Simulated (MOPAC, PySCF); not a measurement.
Positional isomers: phenanthrene mercapto. All species are isolated molecules in the gas phase. One relaxed conformer stands for each flexible species; it need not be the lowest. Strings in code marks are SMILES.

Quantity: electronic energy of isomers of C14H10S relative to `Sc1ccc2ccc3ccccc3c2c1` (H–S–C–C torsion 180°), in kcal/mol. Semi-empirical values (MOPAC) are differences of heats of formation.

Level 1: PBE0-D4/def2-SVP (PySCF)
Level 2: PBE/6-31G* // PBE0-D4/def2-SVP (PySCF)
Level 3: HF/3-21G // PBE0-D4/def2-SVP (PySCF)
Level 4: PM7 // PBE0-D4/def2-SVP (MOPAC)

```tsv
species	level 1	level 2	level 3	level 4
`Sc1ccc2c(ccc3ccccc32)c1` (H–S–C–C torsion 0°)	0.05	-0.01	0.05	0.01
`Sc1cc2ccccc2c2ccccc12` (H–S–C–C torsion 128°)	0.35	1.32	-0.32	2.23
`Sc1cccc2c1ccc1ccccc12` (H–S–C–C torsion 127°)	0.80	1.71	0.01	2.06
```
